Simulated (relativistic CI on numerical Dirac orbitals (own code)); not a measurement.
**Electric-dipole transitions in Ne II**

Computed by Dirac-Coulomb-Breit CI, orbitals from a KLI potential per configuration, model QED (radiative potential, 1s self-energy scaled to tabulated hydrogen-like ionisation energies), valence Slater integrals scaled by 0.85, configuration energies shifted to the measured levels that pair with them (semi-empirical) (own radial code, finite nucleus).

CI space (outside the closed core 1s2): 2s2 2p5, 2s 2p6, 2s2 2p4 3s, 2s2 2p4 3p, 2s2 2p4 3d, 2s2 2p4 4s, 2s2 2p4 4p, 2s2 2p4 4d, 2s2 2p4 4f, 2s2 2p3 3s2, 2s2 2p3 3s 3p. Levels of other configurations are missing.

| λ vac (Å) | Lower | Upper | A (s⁻¹) | gf | Branching (%) |
| --- | --- | --- | --- | --- | --- |
| 328.63 | 2s2 2p5 2P°_3/2 [1] | 2s2 2p4 3d 2F_5/2 [97] | 1.00e+08 | 9.72e-03 | 21.2 |
| 328.66 | 2s2 2p5 2P°_3/2 [1] | 2s2 2p4 3d 2D_3/2 [92] | 1.14e+08 | 7.37e-03 | 2.9 |
| 328.72 | 2s2 2p5 2P°_3/2 [1] | 2s2 2p4 3d 2D_5/2 [87] | 3.22e+09 | 3.13e-01 | 91.6 |
| 328.99 | 2s2 2p5 2P°_3/2 [1] | 2s2 2p4 3d 2P_3/2 [86] | 3.86e+09 | 2.51e-01 | 87.4 |
| 329.07 | 2s2 2p5 2P°_3/2 [1] | 2s2 2p4 3d 2P_1/2 [85] | 1.60e+09 | 5.19e-02 | 34.5 |
| 329.48 | 2s2 2p5 2P°_1/2 [2] | 2s2 2p4 3d 2D_3/2 [92] | 3.57e+09 | 2.33e-01 | 90.2 |
| 329.82 | 2s2 2p5 2P°_1/2 [2] | 2s2 2p4 3d 2P_3/2 [86] | 3.57e+08 | 2.33e-02 | 8.1 |
| 329.90 | 2s2 2p5 2P°_1/2 [2] | 2s2 2p4 3d 2P_1/2 [85] | 2.82e+09 | 9.19e-02 | 60.8 |
| 354.96 | 2s2 2p5 2P°_3/2 [1] | 2s2 2p4 3d 2P_3/2 [47] | 1.22e+09 | 9.21e-02 | 37.3 |
| 355.48 | 2s2 2p5 2P°_3/2 [1] | 2s2 2p4 3d 2P_1/2 [46] | 8.03e+08 | 3.04e-02 | 29.9 |
| 355.63 | 2s2 2p5 2P°_3/2 [1] | 2s2 2p4 3d 2F_5/2 [45] | 1.57e+09 | 1.78e-01 | 82.8 |
| 355.88 | 2s2 2p5 2P°_3/2 [1] | 2s2 2p4 3d 2D_3/2 [44] | 1.07e+09 | 8.11e-02 | 39.3 |
| 355.92 | 2s2 2p5 2P°_3/2 [1] | 2s2 2p4 3d 4P_5/2 [43] | 7.66e+06 | 8.73e-04 | 2.1 |
| 355.93 | 2s2 2p5 2P°_1/2 [2] | 2s2 2p4 3d 2P_3/2 [47] | 1.73e+09 | 1.31e-01 | 53.0 |
| 356.12 | 2s2 2p5 2P°_3/2 [1] | 2s2 2p4 3d 4P_3/2 [42] | 1.76e+05 | 1.34e-05 | 0.0 |
| 356.14 | 2s2 2p5 2P°_3/2 [1] | 2s2 2p4 3d 4F_5/2 [41] | 1.24e+09 | 1.42e-01 | 77.8 |
| 356.37 | 2s2 2p5 2P°_3/2 [1] | 2s2 2p4 3d 2D_3/2 [39] | 6.89e+08 | 5.25e-02 | 37.0 |
| 356.40 | 2s2 2p5 2P°_3/2 [1] | 2s2 2p4 3d 4P_1/2 [38] | 1.75e+07 | 6.66e-04 | 4.2 |
| 356.44 | 2s2 2p5 2P°_1/2 [2] | 2s2 2p4 3d 2P_1/2 [46] | 1.55e+09 | 5.92e-02 | 57.9 |
| 356.61 | 2s2 2p5 2P°_3/2 [1] | 2s2 2p4 3d 4F_5/2 [37] | 1.46e+09 | 1.67e-01 | 81.0 |
| 356.85 | 2s2 2p5 2P°_1/2 [2] | 2s2 2p4 3d 2D_3/2 [44] | 1.32e+09 | 1.01e-01 | 48.7 |
| 357.09 | 2s2 2p5 2P°_1/2 [2] | 2s2 2p4 3d 4P_3/2 [42] | 8.31e+07 | 6.36e-03 | 18.0 |
| 357.34 | 2s2 2p5 2P°_1/2 [2] | 2s2 2p4 3d 2D_3/2 [39] | 8.31e+08 | 6.37e-02 | 44.6 |
| 357.37 | 2s2 2p5 2P°_1/2 [2] | 2s2 2p4 3d 4P_1/2 [38] | 2.62e+07 | 1.00e-03 | 6.3 |
| 357.73 | 2s2 2p5 2P°_3/2 [1] | 2s2 2p4 3d 4D_1/2 [34] | 1.09e+07 | 4.19e-04 | 2.5 |
| 357.86 | 2s2 2p5 2P°_3/2 [1] | 2s2 2p4 3d 4D_3/2 [33] | 1.79e+07 | 1.37e-03 | 4.2 |
| 358.00 | 2s2 2p5 2P°_3/2 [1] | 2s2 2p4 3d 4D_5/2 [31] | 3.90e+06 | 4.50e-04 | 1.0 |
| 358.71 | 2s2 2p5 2P°_1/2 [2] | 2s2 2p4 3d 4D_1/2 [34] | 1.93e+07 | 7.45e-04 | 4.5 |
| 358.85 | 2s2 2p5 2P°_1/2 [2] | 2s2 2p4 3d 4D_3/2 [33] | 3.90e+06 | 3.01e-04 | 0.9 |
| 409.08 | 2s2 2p5 2P°_3/2 [1] | 2s2 2p4 3s 2D_3/2 [10] | 2.03e+08 | 2.04e-02 | 14.5 |
| 409.09 | 2s2 2p5 2P°_3/2 [1] | 2s2 2p4 3s 2D_5/2 [9] | 1.40e+09 | 2.11e-01 | 100.0 |
| 410.36 | 2s2 2p5 2P°_1/2 [2] | 2s2 2p4 3s 2D_3/2 [10] | 1.20e+09 | 1.21e-01 | 85.5 |
| 445.57 | 2s2 2p5 2P°_3/2 [1] | 2s2 2p4 3s 2P_1/2 [8] | 1.31e+09 | 7.81e-02 | 32.8 |
| 446.78 | 2s2 2p5 2P°_3/2 [1] | 2s2 2p4 3s 2P_3/2 [7] | 3.36e+09 | 4.02e-01 | 84.1 |
| 447.09 | 2s2 2p5 2P°_1/2 [2] | 2s2 2p4 3s 2P_1/2 [8] | 2.69e+09 | 1.61e-01 | 67.2 |
| 448.31 | 2s2 2p5 2P°_1/2 [2] | 2s2 2p4 3s 2P_3/2 [7] | 6.34e+08 | 7.64e-02 | 15.9 |
| 454.11 | 2s2 2p5 2P°_3/2 [1] | 2s2 2p4 3s 4P_1/2 [6] | 3.50e+06 | 2.16e-04 | 76.2 |
| 454.73 | 2s2 2p5 2P°_3/2 [1] | 2s2 2p4 3s 4P_3/2 [5] | 1.26e+07 | 1.56e-03 | 88.5 |
| 455.69 | 2s2 2p5 2P°_1/2 [2] | 2s2 2p4 3s 4P_1/2 [6] | 1.09e+06 | 6.79e-05 | 23.8 |
| 455.79 | 2s2 2p5 2P°_3/2 [1] | 2s2 2p4 3s 4P_5/2 [4] | 3.53e+05 | 6.59e-05 | 100.0 |
| 456.31 | 2s2 2p5 2P°_1/2 [2] | 2s2 2p4 3s 4P_3/2 [5] | 1.64e+06 | 2.05e-04 | 11.5 |

Terms are leading LS components. Brackets give the number of a level in order of energy, since labels repeat. The list gives strong lines, with weight on those to low levels, without configurations that were not tied to measured data, without lines whose two gauges differ by over a factor of 2.5, among the lowest 138 of 204 levels, so that lines to higher ones, which can be the strongest, are missing, and without lines across small gaps between configurations, and without 6 lines that miss the measured interval by over 3.5 %, start from a term whose rates miss tabulated ones by over 60 %, have gauges far apart or, lacking measured levels, span too small a gap for the errors found; lines with a level outside our table were not tested and can miss by more. Levels whose partners in the same complex of configurations lie outside the list can be far off, and so can their lines. Rates are taken at the computed energies, electric ones in the length gauge.

Configurations whose levels could be paired with our table of measured levels were shifted onto them, all but the ground configuration, by the median error of their levels; single terms can still be off by 1,000 to 2,000 cm⁻¹ or more, and rates follow the energies as ν³ (E1, M1) or ν⁵ (E2). The others borrow a shift and can be off by several thousand cm⁻¹ or more. The fine structure of a lone outer electron comes out too small, for d and f at times inverted, and misplaced configurations move strength between like terms. 24 of the 27 excited levels that our extract of the measured tables holds in this range could be paired (the sources list more); they are missed by 583 cm⁻¹ on average and 2657 at most, after the shifts were fitted to these levels, and levels without a partner can miss by more.

LS names give the leading component of a level, which can be under half, so a name can repeat, a term be missing and a line seem to break the LS rules.
